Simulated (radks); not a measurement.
Values are calculated unless marked as measured or tabulated.
Polarisability of neutral technetium, [Kr] 4d5 5s2, at imaginary frequency. Code: a radial shooting solver on a logarithmic mesh with Libxc functionals. Model: non-relativistic Kohn-Sham, LDA (Slater exchange, Perdew-Wang correlation), spin-polarised, spherical densities, point nucleus; open shells are filled with parallel spins first (spin-orbit coupling, left out, can overturn this in heavy ions); relativity is left out, which matters for an element this heavy. Response by self-consistent Sternheimer equations with the Hartree and adiabatic LDA kernel.

w (hartree)  alpha1(iw) (bohr^3)
0.00266                    84.80
0.0143                     84.07
0.0360                     80.31
0.0697                     70.64
0.118                      55.39
0.186                      39.05
0.280                      25.78
0.413                      16.57
0.605                      10.55
0.892                      6.584
1.35                       3.901
2.12                       2.073
3.59                      0.9156
6.94                      0.3106
17.5                     0.07054

Static values: alpha1 = 84.82 bohr^3 (12.57 angstrom^3; uncoupled 165.5). C6 = 968.7, triple-dipole C9 = 57180 atomic units. One-pole (London) frequency 4 C6 / (3 alpha1^2) = 0.180 hartree, against 0.160 for minus the highest occupied eigenvalue. The dipole shielding factor is 1.000, as the force sum rule N/Z = 1.000 demands. Recommended static value: 79 bohr^3 (Schwerdtfeger and Nagle, 2023 table).
